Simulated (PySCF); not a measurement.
These are PBE-D3(BJ)/def2-TZVP run with PySCF 2.14.0 values and carry that method's errors. Isolated molecules, 0 K electronic values unless said otherwise. Excitations are Tamm–Dancoff values on a coarser integration grid. The basis has no diffuse functions, so Rydberg states are missing or too high.

Reference species (SMILES): `[CH3][In]([CH3])[Cl]` (neutral, multiplicity 1).

```json
{
  "S1 oscillator strength": "0.000",
  "T1 excitation (TDA)": "4.31 eV"
}
```

Changed species: `[Cl][In]([Cl])[Cl]` (0 of 3 Cl replaced by CH3; the reference has 2 of 3 Cl replaced by CH3).

Question: Give the shifts of the S1 oscillator strength and T1 excitation (TDA).

Answer: the S1 oscillator strength hardly moves; the T1 excitation (TDA) drops by 0.39 eV, to 3.92 eV.
